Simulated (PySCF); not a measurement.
# BrCl: from constants to spectrum

PBE0 constants of BrCl, ¹Σ⁺ (singlet), closed shell (Br cc-pVTZ-PP with ECP10, Cl cc-pV(T+d)Z; scalar-relativistic core potentials (PySCF 2.14); masses 78.9183 and 34.9689 u):

| Quantity | Value |
| --- | --- |
| ωe | 460.9 cm⁻¹ |
| ωexe | 1.49 cm⁻¹ |
| Be | 0.15305 cm⁻¹ |
| αe | 0.000683 cm⁻¹ |
| De to Br + Cl | 2.42 eV |

Task: What force constant and bond length do these constants imply?

Result: Reduced mass μred = 24.232 u; k = 5.8918×10⁻⁷·μred·ωe² (u, cm⁻¹, mdyn/Å) = 3.03 mdyn/Å; Re = √(16.8576/(μred·Be)) (u, cm⁻¹, Å) = 2.132 Å.

Task: Estimate the centrifugal constant D from the Kratzer relation and find the Dunham coefficient a1.

Result: D = 4Be³/ωe² = 6.75e-08 cm⁻¹; a1 = −1 − αeωe/(6Be²) = -3.24.

Measured values (Huber and Herzberg, Constants of Diatomic Molecules (1979)): ωe = 444.276 cm⁻¹, ωexe = 1.843 cm⁻¹, Be = 0.1524695 cm⁻¹.
